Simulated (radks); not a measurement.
Valence configurations of neutral gadolinium (all share [Xe]). Calculated with a radial shooting solver on a logarithmic mesh with Libxc functionals: Dirac Kohn-Sham, PBE, spin-unpolarised, spherical densities, finite nucleus; open shells fill j = l - 1/2 first; Fermi nuclear charge, rms radius 5.1569 fm. Energies are relative to 4f7 5d1 6s2; eigenvalues in eV.

valence          E (eV)  e(4f5/2)  e(4f7/2)  e(5d3/2)  e(6p1/2)  e(6s1/2)
4f7 5d1 6s2       0.000    -8.825    -8.074    -2.638         -    -4.098
4f7 5d1 6s1 6p1   2.666    -9.961    -9.208    -3.533    -2.009    -4.733
4f5 5d1 6s2 6p2  32.163   -29.826         -    -9.682    -3.324    -7.166
4f7 5d2 6s1       1.658    -7.328    -6.578    -1.790         -    -3.619
4f8 5d1 6p1       1.339    -3.166    -2.473    -1.792    -1.689         -
4f8 6s2          -3.085    -3.128    -2.435         -         -    -3.661
4f7 6s2 6p1       1.735   -11.958   -11.203         -    -2.334    -5.335
4f6 5d2 6s1 6p1  10.939   -16.427         -    -4.625    -2.079    -5.020
4f6 5d1 6s2 6p1  10.881   -18.678         -    -5.965    -2.433    -5.666

NIST lists [Xe] 4f7 5d1 6s2 as the ground configuration; this level of theory puts 4f8 6s2 lower, by 3.085 eV. The energies are those of spherical spin-averaged densities, not of single terms. No valid solution was reached for [Xe] 4f9 5d1.
